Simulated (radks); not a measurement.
Values are calculated unless marked as measured or tabulated.
Problem. Co IV, 24 electrons, occupied as [Ar] 3d5.5 4p0.5 (fractional occupations, a model configuration). Level of theory: scalar-relativistic Kohn-Sham, PBE, spin-unpolarised, spherical densities, point nucleus (a radial shooting solver on a logarithmic mesh with Libxc functionals). Some entries of the table are withheld. Estimate them.

| orbital | occ. | eigenvalue (eV) | r(max) (bohr) | <1/r> (bohr^-1) |
|---|---|---|---|---|
| 1s | 2 | -7637.471 | 0.03678 | 27.03 |
| 2s | 2 | -944.0293 | 0.2131 | 5.814 |
| 2p | 6 | -814.9048 | 0.1720 | 5.705 |
| 3s | 2 | -145.5760 | 0.6660 | 1.853 |
| 3p | 6 | -108.4623 | 0.6740 | (1) |
| 3d | 5.5 | -49.5210 | (2) | 1.413 |
| 4p | 0.5 | -26.3203 | 2.186 | (3) |

Solution. 
(1) 3p <1/r> (bohr^-1): 1.718
(2) 3d r(max) (bohr): 0.6483
(3) 4p <1/r> (bohr^-1): 0.5298
